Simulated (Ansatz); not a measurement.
# Reading a saddle point

A first-order saddle point of BH4ClO2, closed shell, PBE0-D4/def2-TZVP, with one imaginary mode of 861i cm⁻¹:

```xyz
8
angstrom
B -0.1173 0.0023 -0.2153
Cl 1.5070 -0.1826 1.3211
O 0.3667 0.3943 -1.4152
O -1.1790 0.5713 0.4148
H 0.5732 -1.1479 0.3704
H -0.1285 -1.3544 -0.2459
H 0.2083 1.3268 -1.5858
H -1.2305 0.3902 1.3557
```

Ansatz 0.2.0; basis: def2-TZVPP and def2-QZVPP; cores frozen in the correlated methods. Extrapolation: Hartree–Fock as exp(−7.88 √X), correlation as X^−2.97.

Q: Which contacts change along the imaginary mode, and what lies on either side? (A judgement: the text doesn't fix the answer.)

A: By the calculation: The step is BH₂ClO₂ ([OH][B]([OH])[Cl]) + H₂ → BH₃O₂ ([OH][BH][OH]) + HCl, with the molecules in contact on both sides. Shortening one way: B1–H6, Cl2–H5; lengthening the same way: B1–Cl2, H5–H6.
```tsv
pair	one side (Å)	saddle (Å)	other side (Å)
B1–H6	3.23	1.36	1.19
Cl2–H5	3.40	1.65	1.30
B1–Cl2	1.77	2.24	4.12
H5–H6	0.75	0.96	3.07
```

Q: Which side is lower, and how far does the saddle lie above each? (Judge from chemistry; the value comes from the calculation.)

A: By the calculation: The side with B1–Cl2, H5–H6 short is lower by 10.18 kcal/mol; the saddle lies 47.87 kcal/mol above it and 37.68 kcal/mol above the other (CCSD(T) at an estimated basis limit (MP2 extrapolated from triple and quadruple zeta, plus CCSD(T) − MP2 in triple zeta); electronic energies).

No T1 diagnostic of these runs exceeds 0.013.

Labels in which every atom is bracketed show which atoms are joined, not bond orders.

For scale, one of the runs: CCSD(T)/def2-TZVPP, 191 basis functions, launched by `ansatz run in.yaml --threads 2 --pin off --events-out ev --progress --plain --max-ram 4352MiB`. Time: 53 s of wall clock on 2 CPU threads of an Arm Neoverse V2; the host was shared. Peak host memory: 2.2 GiB.
